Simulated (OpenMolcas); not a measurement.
d8 ions of charge +2 down a group on the Ca site of CaO

| Quantity | Value |
| --- | --- |
| Program | OpenMolcas |
| Method | CASSCF |
| Spin-orbit coupling | RASSI with atomic mean-field integrals over the reference wave functions |

The d shell is active. Each dopant is a cluster with its nearest anions in model potentials and point charges, with no relaxation. Distances were set from a Shannon-type radius of the metal (high-spin where two are listed) plus a fixed donor radius (O 1.38 Å), in hosts weighted 0.65 to 0.35 with the host's distance in the model lattice. Ligand basis ANO-RCC-VDZP, DKH2 Hamiltonian. States (labels of O, the rotations of Oh). Energies in cm-1 above the lowest state or level, χT in cm3 K/mol; 10Dq and B are least-squares fits to the states below 45000 cm-1, weighted by degeneracy, with a free offset, and given where the rms deviation is under 5 % of |10Dq| (or 100 cm-1) and under 700 cm-1. Spin-only χT is S(S+1) / 2 for the spin of the ground state.

```tsv
Ion	Shell	R (Å)	Metal basis	Ground state	First state of that spin	10Dq	B (rms of fit)	First gap with spin-orbit (degeneracies)	χT at 300 K	First state of another spin	Spin-only χT
Pd2+	4d8	2.298	ANO-RCC-VTZP	3A2	3T2 14156	14481	793 (164)	11539 (3, 2)	1.333	1E 12437	1.000
Pt2+	5d8	2.259	ANO-RCC-VTZP	3A2	3T2 19690	19451	745 (66)	10063 (3, 2)	1.542	1E 11373	1.000
```

|10Dq| changes by a factor of 19451 / 14481 = 1.34 from Pd2+ to Pt2+.

B goes from 793 cm-1 (Pd2+) to 745 cm-1 (Pt2+).

Every ion keeps the highest spin of its shell. χT departs most from the spin-only value for Pt2+, by +0.542 cm3 K/mol.

Without dynamic correlation the repulsion within the d shell is too large (B by tens of per cent), so at a given field states of lower spin stand too high. Real 4d8 and 5d8 ions are as a rule square planar and diamagnetic. With metal d orbitals alone the field can be off either way by tens of per cent. Ligand-to-metal charge-transfer states are missing. With no ligand orbital active B as a rule stays too high, so bands that hang on it stand too high and its fall with covalency is understated. The least metal-like active orbital is 84 % on the metal (Löwdin) and no ligand orbital is active, so the numbers are rough (holds for Pd2+). The least metal-like active orbital is 81 % on the metal (Löwdin) and no ligand orbital is active, so the numbers are rough (holds for Pt2+). No measured value stands beside these numbers; the geometry was set by hand and not optimised.
